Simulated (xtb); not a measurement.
C3H5ClSi, SMILES C#C[Si@@H](C)Cl. All values are semi-empirical tight-binding results from xtb (GFN2-xTB unless named), good for trends rather than for accurate numbers. Geometry: GFN2-xTB. The structure was generated by enumeration; whether it is a known compound was not checked.

Optimised geometry:

Bonded distances (Å): C1–C2 1.202, C1–H6 1.052, C2–Si3 1.852, Si3–C4 1.898, Si3–Cl5 2.032, Si3–H7 1.464, C4–H8 1.087, C4–H9 1.087, C4–H10 1.086. Angles (°): C2–C1–H6 179.9, C1–C2–Si3 179.3, C2–Si3–C4 109.0, C2–Si3–Cl5 108.0, C2–Si3–H7 109.1, C4–Si3–Cl5 109.6, C4–Si3–H7 112.5, Cl5–Si3–H7 108.6, Si3–C4–H8 111.3, Si3–C4–H9 111.4, Si3–C4–H10 111.0, H8–C4–H9 107.6, H8–C4–H10 107.7, H9–C4–H10 107.6.
Charge 0, spin multiplicity 1.

Estimate the properties. (An estimate is asked for; the answer gives what the named calculation found.)


```
Item                                               Value
-----------------------------------------  -------------
orbital gap                                      5.18 eV
dipole moment                                     1.83 D
zero-point energy                          40.8 kcal/mol
G − E(el) at 298.15 K (modified RRHO)      20.6 kcal/mol
static polarisability (D4 model)              74.1 bohr³
solvation energy, GFN2-xTB/ALPB(water)     -1.8 kcal/mol
solvation energy, GFN2-xTB/ALPB(methanol)  -5.6 kcal/mol
```

Give the atomic charges and the Wiberg bond orders between heavy atoms. (Estimate from the structure and the level; the computed values follow.)

charges (e) C1 -0.07, C2 -0.11, Si3 0.52, C4 -0.19, Cl5 -0.27, H6 0.08, H7 -0.06, H8 0.04, H9 0.04, H10 0.03. Bond orders C1–C2 2.92, C2–Si3 0.93, Si3–C4 0.90, Si3–Cl5 1.05.
